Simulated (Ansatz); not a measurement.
Nudged elastic band run: FH8NSi2

Input:

```yaml
crystal:
  periodic: [false, false, false]
  atoms:
    - { symbol: Si, position_ang: [0.650123, -0.023839, -0.383925] }
    - { symbol: F, position_ang: [0.641078, -0.902054, 0.956162] }
    - { symbol: H, position_ang: [1.98882, -0.151822, -0.982254] }
    - { symbol: H, position_ang: [0.390515, 1.38012, -0.046164] }
    - { symbol: H, position_ang: [-0.35889, -0.550202, -1.311207] }
    - { symbol: "N", position_ang: [-2.347415, -0.122078, 1.470061] }
    - { symbol: H, position_ang: [-2.943602, -0.78771, 1.022971] }
    - { symbol: Si, position_ang: [-3.050394, 1.22108, 2.301763] }
    - { symbol: H, position_ang: [-3.795799, 0.88215, 3.537111] }
    - { symbol: H, position_ang: [-1.964726, 2.145451, 2.678671] }
    - { symbol: H, position_ang: [-3.999121, 1.888121, 1.388993] }
    - { symbol: H, position_ang: [-1.548789, -0.579118, 1.860117] }
basis:
  gaussian: { orbitals: "6-31G*" }
hamiltonian:
  xc: hf
neb:
  order_check: false
  images: 5
  f_tol: 0.03
  max_iterations: 60
  final_atoms:
    - { symbol: Si, position_ang: [-0.44919966, 0.41746999, -0.31785244] }
    - { symbol: F, position_ang: [-0.39507189, -1.66223196, 2.52008738] }
    - { symbol: H, position_ang: [0.65158895, 1.01144268, 0.45491286] }
    - { symbol: H, position_ang: [-0.83305422, 1.34860439, -1.39956971] }
    - { symbol: H, position_ang: [-0.03660078, -0.85924299, -0.92534879] }
    - { symbol: "N", position_ang: [-1.77358482, 0.09584435, 0.79042334] }
    - { symbol: H, position_ang: [-2.48483233, -0.48932859, 0.38714182] }
    - { symbol: Si, position_ang: [-2.39752692, 1.20101421, 2.00266958] }
    - { symbol: H, position_ang: [-3.15922878, 0.42902721, 2.99761796] }
    - { symbol: H, position_ang: [-1.24531689, 1.86776314, 2.62630928] }
    - { symbol: H, position_ang: [-3.29172632, 2.2241278, 1.42287883] }
    - { symbol: H, position_ang: [-0.92364634, -1.18439123, 1.93302891] }
  initial_path:
    images:
      - { positions_ang: [[0.650123, -0.023839, -0.383925], [0.641078, -0.902054, 0.956162], [1.98882, -0.151822, -0.982254], [0.390515, 1.38012, -0.046164], [-0.35889, -0.550202, -1.311207], [-2.347415, -0.122078, 1.470061], [-2.943602, -0.78771, 1.022971], [-3.050394, 1.22108, 2.301763], [-3.795799, 0.88215, 3.537111], [-1.964726, 2.145451, 2.678671], [-3.999121, 1.888121, 1.388993], [-1.548789, -0.579118, 1.860117]] }
      - { positions_ang: [[0.43819037, -0.0102931, -0.2515716], [0.41967709, -0.61900051, 1.28794841], [1.79258214, -0.09683071, -0.80377843], [0.04489812, 1.33184715, -0.17825064], [-0.46633967, -0.74869472, -1.0503725], [-2.23487296, -0.07350725, 1.19448448], [-2.8721289, -0.70997002, 0.72262801], [-2.87105306, 1.15477187, 2.2276737], [-3.60103776, 0.64647261, 3.37189741], [-1.75275393, 1.96334129, 2.68917872], [-3.79963188, 1.95693859, 1.472898], [-1.43572957, -0.39497621, 1.80956343]] }
      - { positions_ang: [[0.22625774, 0.00325281, -0.11921821], [0.19827618, -0.33594703, 1.61973483], [1.59634429, -0.04183942, -0.62530287], [-0.30071877, 1.28357431, -0.31033728], [-0.57378934, -0.94718743, -0.78953799], [-2.12233092, -0.02493649, 0.91890797], [-2.8006558, -0.63223004, 0.42228503], [-2.69171211, 1.08846373, 2.1535844], [-3.40627652, 0.41079522, 3.20668383], [-1.54078186, 1.78123158, 2.69968644], [-3.60014276, 2.02575618, 1.556803], [-1.32267013, -0.21083442, 1.75900987]] }
      - { positions_ang: [[0.01432511, 0.01679871, 0.01313519], [-0.02312472, -0.05289354, 1.95152124], [1.40010643, 0.01315188, -0.4468273], [-0.64633565, 1.23530146, -0.44242393], [-0.681239, -1.14568015, -0.52870349], [-2.00978888, 0.02363426, 0.64333145], [-2.7291827, -0.55449006, 0.12194204], [-2.51237117, 1.0221556, 2.0794951], [-3.21151528, 0.17511783, 3.04147024], [-1.32880979, 1.59912187, 2.71019415], [-3.40065364, 2.09457378, 1.640708], [-1.2096107, -0.02669263, 1.7084563]] }
      - { positions_ang: [[-0.14018315, 0.15035581, -0.09719402], [-0.14710711, -0.58933968, 2.14104329], [1.15060061, 0.34591548, -0.14624725], [-0.70857517, 1.2730691, -0.76147252], [-0.4663596, -1.0502011, -0.66091859], [-1.93105419, 0.04770429, 0.69236208], [-2.64773258, -0.53276957, 0.21034197], [-2.47408975, 1.08177514, 2.05388659], [-3.19408645, 0.25975429, 3.02685281], [-1.30097883, 1.68866896, 2.68223253], [-3.36434454, 2.13775845, 1.56809828], [-1.11428925, -0.41259216, 1.78331383]] }
      - { positions_ang: [[-0.2946914, 0.2839129, -0.20752323], [-0.2710895, -1.12578582, 2.33056533], [0.90109478, 0.67867908, 0.1543328], [-0.7708147, 1.31083674, -1.08052112], [-0.25148019, -0.95472205, -0.79313369], [-1.85231951, 0.07177432, 0.74139271], [-2.56628245, -0.51104908, 0.29874189], [-2.43580834, 1.14139468, 2.02827808], [-3.17665761, 0.34439075, 3.01223538], [-1.27314786, 1.77821605, 2.65427091], [-3.32803543, 2.18094312, 1.49548855], [-1.0189678, -0.7984917, 1.85817137]] }
      - { positions_ang: [[-0.44919966, 0.41746999, -0.31785244], [-0.39507189, -1.66223196, 2.52008738], [0.65158895, 1.01144268, 0.45491286], [-0.83305422, 1.34860439, -1.39956971], [-0.03660078, -0.85924299, -0.92534879], [-1.77358482, 0.09584435, 0.79042334], [-2.48483233, -0.48932859, 0.38714182], [-2.39752692, 1.20101421, 2.00266958], [-3.15922878, 0.42902721, 2.99761796], [-1.24531689, 1.86776314, 2.62630928], [-3.29172632, 2.2241278, 1.42287883], [-0.92364634, -1.18439123, 1.93302891]] }
```

Command:

```bash
$ ansatz run input.yaml --threads 1 --pin off --max-ram 2048MiB --backend cpu --events-out ev --progress --plain --runs-dir out
```

Output, in part (warnings, iteration lines, the closing report on the highest movable image, with atoms numbered from 0):

```
NEB end point (image 0): max|allowed force component| = 2.680e-2 eV/Å (the criterion of neb.relax_end_points is 1.000e-2)
NEB end point (image 6): max|allowed force component| = 2.500e-2 eV/Å (the criterion of neb.relax_end_points is 1.000e-2)
NEB iter   1: max|band force component| = 6.888e0 eV/Å  barrier→ = 6.0988 eV  barrier← = 5.1415 eV  Δτ_max = 0.2000 Å  (227 SCF iters)
NEB iter   2: max|band force component| = 2.793e0 eV/Å  barrier→ = 3.6962 eV  barrier← = 2.7390 eV  Δτ_max = 0.2000 Å  (148 SCF iters)
NEB iter   3: max|band force component| = 3.563e0 eV/Å  barrier→ = 2.3919 eV  barrier← = 1.4347 eV  Δτ_max = 0.1011 Å  (150 SCF iters)
NEB iter   4: max|band force component| = 1.630e0 eV/Å  barrier→ = 2.2044 eV  barrier← = 1.2472 eV  Δτ_max = 0.1952 Å  (151 SCF iters)
NEB iter   5: max|band force component| = 8.539e-1 eV/Å  barrier→ = 1.9258 eV  barrier← = 0.9686 eV  Δτ_max = 0.1956 Å  (151 SCF iters)
NEB iter   6: max|band force component| = 7.325e-1 eV/Å  barrier→ = 1.7252 eV  barrier← = 0.7680 eV  Δτ_max = 0.1988 Å  (149 SCF iters)
NEB iter   7: max|band force component| = 7.432e-1 eV/Å  barrier→ = 1.5674 eV  barrier← = 0.6102 eV  CI = image 4  Δτ_max = 0.1995 Å  (147 SCF iters)
NEB iter   8: max|band force component| = 1.577e0 eV/Å  barrier→ = 1.7201 eV  barrier← = 0.7629 eV  CI = image 4  Δτ_max = 0.1993 Å  (148 SCF iters)
NEB iter   9: max|band force component| = 1.367e0 eV/Å  barrier→ = 1.8523 eV  barrier← = 0.8951 eV  CI = image 4  Δτ_max = 0.1994 Å  (148 SCF iters)
NEB iter  10: max|band force component| = 1.285e0 eV/Å  barrier→ = 1.8840 eV  barrier← = 0.9267 eV  CI = image 4  Δτ_max = 0.1986 Å  (149 SCF iters)
NEB iter  11: max|band force component| = 1.439e0 eV/Å  barrier→ = 1.9071 eV  barrier← = 0.9499 eV  CI = image 4  Δτ_max = 0.1987 Å  (148 SCF iters)
NEB iter  12: max|band force component| = 1.172e0 eV/Å  barrier→ = 2.0550 eV  barrier← = 1.0978 eV  CI = image 4  Δτ_max = 0.1997 Å  (152 SCF iters)
NEB iter  13: max|band force component| = 6.544e-1 eV/Å  barrier→ = 2.2278 eV  barrier← = 1.2706 eV  CI = image 4  Δτ_max = 0.1519 Å  (149 SCF iters)
NEB iter  14: max|band force component| = 3.789e-1 eV/Å  barrier→ = 2.1934 eV  barrier← = 1.2362 eV  CI = image 4  Δτ_max = 0.0980 Å  (147 SCF iters)
NEB iter  15: max|band force component| = 3.919e-1 eV/Å  barrier→ = 2.1560 eV  barrier← = 1.1988 eV  CI = image 4  Δτ_max = 0.0495 Å  (145 SCF iters)
NEB iter  16: max|band force component| = 2.653e-1 eV/Å  barrier→ = 2.1463 eV  barrier← = 1.1891 eV  CI = image 4  Δτ_max = 0.0698 Å  (146 SCF iters)
NEB iter  17: max|band force component| = 1.294e-1 eV/Å  barrier→ = 2.1379 eV  barrier← = 1.1807 eV  CI = image 4  Δτ_max = 0.0978 Å  (146 SCF iters)
NEB iter  18: max|band force component| = 1.032e-1 eV/Å  barrier→ = 2.1350 eV  barrier← = 1.1778 eV  CI = image 4  Δτ_max = 0.0406 Å  (144 SCF iters)
NEB iter  19: max|band force component| = 5.611e-2 eV/Å  barrier→ = 2.1342 eV  barrier← = 1.1769 eV  CI = image 4  Δτ_max = 0.0406 Å  (140 SCF iters)
NEB iter  20: max|band force component| = 4.762e-2 eV/Å  barrier→ = 2.1336 eV  barrier← = 1.1764 eV  CI = image 4  Δτ_max = 0.0216 Å  (131 SCF iters)
NEB iter  21: max|band force component| = 3.711e-2 eV/Å  barrier→ = 2.1332 eV  barrier← = 1.1760 eV  CI = image 4  Δτ_max = 0.0153 Å  (117 SCF iters)
NEB iter  22: max|band force component| = 1.897e-2 eV/Å  barrier→ = 2.1331 eV  barrier← = 1.1759 eV  CI = image 4  Δτ_max = 0.0000 Å  (283 SCF iters)
Total energy: -20037.32765076 eV, -736.3582093770 hartree
Atom 0 at    -0.353029     0.140792    -0.061874 Å, force     0.004942    -0.001765     0.005483 eV/Å
Atom 1 at     0.080587    -1.218446     1.535768 Å, force    -0.009667     0.010784    -0.001425 eV/Å
Atom 2 at     0.731999     0.918805     0.533450 Å, force     0.002415     0.003537    -0.001224 eV/Å
Atom 3 at    -0.966954     1.109045    -1.024046 Å, force     0.000951     0.001258    -0.002828 eV/Å
Atom 4 at    -0.087762    -1.027644    -0.900528 Å, force     0.000707    -0.003818    -0.004913 eV/Å
Atom 5 at    -1.819986    -0.090375     1.074776 Å, force    -0.017200    -0.015978    -0.002208 eV/Å
Atom 6 at    -2.558794    -0.583456     0.599286 Å, force    -0.003463     0.012414    -0.003074 eV/Å
Atom 7 at    -2.446718     1.241069     2.086287 Å, force     0.002594    -0.000892     0.000558 eV/Å
Atom 8 at    -3.287155     0.660246     3.142925 Å, force    -0.000557    -0.000431     0.000649 eV/Å
Atom 9 at    -1.287596     1.936401     2.652814 Å, force     0.000911    -0.000635     0.000232 eV/Å
Atom 10 at    -3.250447     2.146249     1.252074 Å, force     0.000361     0.000384    -0.000270 eV/Å
Atom 11 at    -1.092345    -0.832586     1.601367 Å, force     0.018006    -0.004859     0.009019 eV/Å
Dipole moment:    -0.796350     0.330208    -0.004302 e Å
```

The forces met the threshold. A vibrational analysis at the climbing image gives one clearly imaginary mode, 1077i cm⁻¹: a first-order saddle point. The orbitals stay closed-shell, which can raise the energy where a bond breaks towards radicals; this wasn't checked here.

Final band (atoms are numbered from 1 in the order of the input):

```json
{"image": "0", "path coordinate (Å)": "0.00", "energy (eV)": "0.00", "Si1–F2 (Å)": "1.60", "N6–H12 (Å)": "1.00", "Si1–N6 (Å)": "3.53"}
{"image": "1", "path coordinate (Å)": "1.19", "energy (eV)": "0.01", "Si1–F2 (Å)": "1.60", "N6–H12 (Å)": "1.00", "Si1–N6 (Å)": "3.43"}
{"image": "2", "path coordinate (Å)": "2.38", "energy (eV)": "0.14", "Si1–F2 (Å)": "1.60", "N6–H12 (Å)": "1.00", "Si1–N6 (Å)": "3.09"}
{"image": "3", "path coordinate (Å)": "3.56", "energy (eV)": "0.98", "Si1–F2 (Å)": "1.64", "N6–H12 (Å)": "1.00", "Si1–N6 (Å)": "2.41"}
{"image": "4", "path coordinate (Å)": "4.75", "energy (eV)": "2.13", "Si1–F2 (Å)": "2.14", "N6–H12 (Å)": "1.17", "Si1–N6 (Å)": "1.87"}
{"image": "5", "path coordinate (Å)": "5.60", "energy (eV)": "1.07", "Si1–F2 (Å)": "2.90", "N6–H12 (Å)": "1.77", "Si1–N6 (Å)": "1.77"}
{"image": "6", "path coordinate (Å)": "6.45", "energy (eV)": "0.96", "Si1–F2 (Å)": "3.52", "N6–H12 (Å)": "1.91", "Si1–N6 (Å)": "1.76"}
```

Run time: 3.2 min on 1 thread of Arm Neoverse V2, on a shared host, peak memory 0.16 GiB.
